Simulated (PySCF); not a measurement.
## Calculated properties of `N#C[C@@H]1CC[C@H]1SC(F)(F)F`

C₆H₆F₃NS.
SMILES with atom numbers: `[N:1]#[C:2][C@@H:3]1[CH2:4][CH2:5][C@H:6]1[S:7][C:8]([F:9])([F:10])[F:11]` (hydrogens: H12 on C3; H13, H14 on C4; H15, H16 on C5; H17 on C6)

Structural features include: nitrile, sulfide, CF3 group, C–F bond and cyclobutane ring.

From GFN2-xTB geometry:

```
Point group of the GFN2-xTB geometry                  : C1
Rotational constants A, B, C of the GFN2-xTB geometry : 1.897, 0.539, 0.490 GHz
```

PBE0/pcSseg-1 ground state and GIAO shieldings, non-relativistic (PySCF):

```
Dipole moment                                               : 3.62 D
HOMO energy                                                 : -7.86 eV
LUMO energy                                                 : -0.60 eV
HOMO–LUMO gap                                               : 7.26 eV
Lowest Hirshfeld atomic charge                              : -0.22 e on N1
Highest Hirshfeld atomic charge                             : +0.25 e on C8
13C chemical shifts (computed TMS as zero) by class         : 141.7 (C8), 124.8 (C2), 46.9 (C6), 33.3 (C5), 24.7 (C3), 24.5 (C4) ppm
1H chemical shifts (computed TMS as zero) by class          : 4.17 (H17), 2.78 (H16), 2.75 (H12), 2.53 (H13), 2.42 (H15), 2.39 (H14) ppm
Isotropic shieldings of nuclei other than C and H, by class : -39 (N1), 227 (F9/F10/F11), 337 (S7) ppm
Mayer bond orders between heavy atoms                       : N1–C2 3.06, C2–C3 0.98, C3–C4 0.99, C4–C5 1.05, C5–C6 0.96, C6–S7 0.98, S7–C8 1.02, C8–F9 0.99, C8–F10 1.03, C8–F11 0.99, C6–C3 0.93
```

Monoisotopic mass from the formula: 181.0173 u.

The dipole matches unit charges of opposite sign 0.75 Å apart (1 e·Å = 4.8032 D). With B = h/(8π²I), that is 505.379 GHz u Å² over I, the principal moments of inertia are 266.5, 937.3 and 1030.8 u Å² (most abundant isotopes); the inertial defect Ic − Ia − Ib is -173.0 u Å² (zero for a rigid planar frame, negative otherwise). The rotational constants make it an asymmetric top with κ = (2B − A − C)/(A − C) = -0.93, nearer the prolate limit (−1).

The structure is a single GFN2-xTB conformer in the gas phase; no vibrational or solvent corrections. NMR classes are plain means over equivalent atoms (diastereotopic ones count apart unless rotation or inversion swaps them), as if these changed places fast; in this geometry the members of some classes differ.

Conformer computed: `[N:1]#[C:2][C@@H:3]1[CH2:4][CH2:5][C@H:6]1[S:7][C:8]([F:9])([F:10])[F:11]`: C5–C6–S7–C8 -79°, C6–S7–C8–F9 -59°.
